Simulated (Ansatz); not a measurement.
Consider the redistribution: `[NH2][Al]([NH2])[F]` + `[F][Y]([F])[Cl]` → `[NH2][Al]([F])[F]` + `[NH2][Y]([F])[Cl]`.

Calculated with Ansatz (gas phase, PBE0-D4/def2-TZVP geometries, no zero-point term in ΔE). CCSD(T)/CBS is the MP2 limit (def2-TZVPP, def2-QZVPP) plus CCSD(T) − MP2 in def2-TZVPP, frozen cores. This one scheme is used for every species. DFT in def2-TZVPP. B3LYP here is the variant with VWN-RPA as its local correlation; programs differ in this. HSE06 is defined as in plane-wave codes. Elements past krypton have def2 core potentials. For Y outer-core shells are correlated without core-valence functions, which leaves a few kJ/mol of doubt a bond. Each species was taken in one conformer, which may not be the lowest.

```csv
level,ΔE (kcal/mol),difference from CCSD(T)/CBS
LDA (SPW92),7.7,1.0
PBE-D4,7.7,1.0
revPBE-D4,8.0,1.3
BLYP-D4,7.5,0.8
r2SCAN-D4,7.4,0.7
B97M-V,7.5,0.8
PBE0-D4,7.4,0.7
B3LYP-D4,7.4,0.7
r2SCANh-D4,7.2,0.5
r2SCAN0-D4,7.1,0.4
HSE06-D4,7.4,0.7
BHLYP-D4,7.2,0.5
CAM-B3LYP-D4,8.1,1.4
ωB97X-V,8.2,1.5
ωB97M-V,7.5,0.8
B2PLYP,6.4,-0.3
PBE,7.5,0.8
BLYP,7.1,0.4
r2SCAN,7.3,0.6
PBE0,7.3,0.6
B3LYP,7.1,0.4
r2SCAN0,7.0,0.3
HSE06,7.2,0.5
CAM-B3LYP,7.9,1.2
LC-ωPBE,9.5,2.8
RPA@PBE/def2-TZVPP,4.4,-2.3
HF/def2-SVP,8.9,2.2
MP2/def2-SVP,7.2,0.5
CCSD(T)/def2-SVP,7.3,0.6
HF/def2-TZVPP,6.7,0.0
MP2/def2-TZVPP,4.8,-1.9
SCS-MP2/def2-TZVPP,5.0,-1.7
CCSD/def2-TZVPP,5.0,-1.7
CCSD(T)/def2-TZVPP,5.0,-1.7
HF/def2-QZVPP,7.4,0.7
MP2/def2-QZVPP,6.0,-0.7
SCS-MP2/def2-QZVPP,6.2,-0.5
HF/CBS(def2),7.5,0.8
MP2/CBS(def2),6.5,-0.2
CCSD/CBS(def2),6.7,0.0
CCSD(T)/CBS,6.7,0
```

Question: What do rigid-rotor, harmonic-oscillator terms from PBE0-D4/def2-TZVP frequencies (298.15 K, 1 bar) make of the CCSD(T)/CBS value? (Best estimate.)

Answer: The calculation gave: ΔZPE = 0.0 kcal/mol, ΔH = +6.5 kcal/mol, ΔS = 0 J/(mol·K), ΔG = +6.5 kcal/mol. Modes under 50 cm⁻¹ make the entropy rough.

Largest T1 diagnostic among the species: 0.014.

In def2-TZVPP, CCSD(T) changes the Hartree–Fock value by −1.7 kcal/mol (the triples alone add −0.0 kcal/mol) and MP2 by −1.9 kcal/mol. Leaving LDA and LC-ωPBE aside and taking each functional with its dispersion term where it has one, the values spread over 1.8 kcal/mol, from B2PLYP to ωB97X-V.
